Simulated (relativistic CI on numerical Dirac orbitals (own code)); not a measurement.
Magnetism of Sc2+, 3d, in a crystal field

Calculated by Dirac-Coulomb-Breit CI, KLI orbitals optimised for each configuration, model QED, valence Slater integrals scaled by 0.85, one configuration in a parametric crystal field (own radial code).

Field parameters in Wybourne normalisation: D3d B²₀ = −7Dσ, B⁴₀ = −14Dq − 21Dτ, B⁴₃ = −14√(10/7) Dq; D4h B²₀ = −7Ds, B⁴₀ = 21(Dq − Dt), B⁴₄ = 21√(5/14) Dq; Oh B⁴₀ = 21Dq, B⁴₄ = √(5/14) B⁴₀; Td as Oh with Dq negative (B⁴₀ = 21Dq, B⁴₄ = √(5/14) B⁴₀). The field is a parameter set, without covalency.

S is read from ⟨S²⟩ = S(S + 1).

Powder χT (cm³ K mol⁻¹) by Van Vleck's formula, with temperature-independent terms:

```csv
Field,2 K,5 K,10 K,20 K,50 K,100 K,200 K,300 K
"D3d, 10Dq = 7400, Dσ = -880, Dτ = 400 cm⁻¹",0.0484,0.0587,0.0758,0.111,0.237,0.409,0.556,0.615
"D3d, 10Dq = 9900, Dσ = -460, Dτ = -150 cm⁻¹",0.011,0.0258,0.0504,0.102,0.254,0.38,0.466,0.503
"D3d, 10Dq = 25050, Dσ = -970, Dτ = -420 cm⁻¹",0.0105,0.0259,0.0516,0.105,0.258,0.377,0.451,0.48
"D4h, 10Dq = 6650, Ds = 2050, Dt = 1030 cm⁻¹",0.359,0.36,0.361,0.363,0.368,0.377,0.396,0.414
"D4h, 10Dq = 19900, Ds = 1240, Dt = 90 cm⁻¹",0.0106,0.0265,0.0531,0.109,0.262,0.377,0.449,0.479
"Oh, 10Dq = 22400 cm⁻¹",0.0107,0.0267,0.0534,0.107,0.255,0.401,0.511,0.553
"Td, 10Dq = -9400 cm⁻¹",0.366,0.366,0.367,0.368,0.371,0.377,0.388,0.399
"Td, 10Dq = -9800 cm⁻¹",0.366,0.367,0.367,0.368,0.371,0.377,0.387,0.398
```

Question: For D4h, 10Dq = 19900, Ds = 1240, Dt = 90 cm⁻¹: what effective moment follows at 300 K?

Answer: μ_eff = √(8χT) = 1.96 μB. The ground level has S = 0.50; the spin-only moment for S = 1/2 is 1.73 μB. The difference comes from the orbital moment, spin-orbit mixing of terms and temperature-independent paramagnetism, all larger in this ionic model than in covalent complexes.
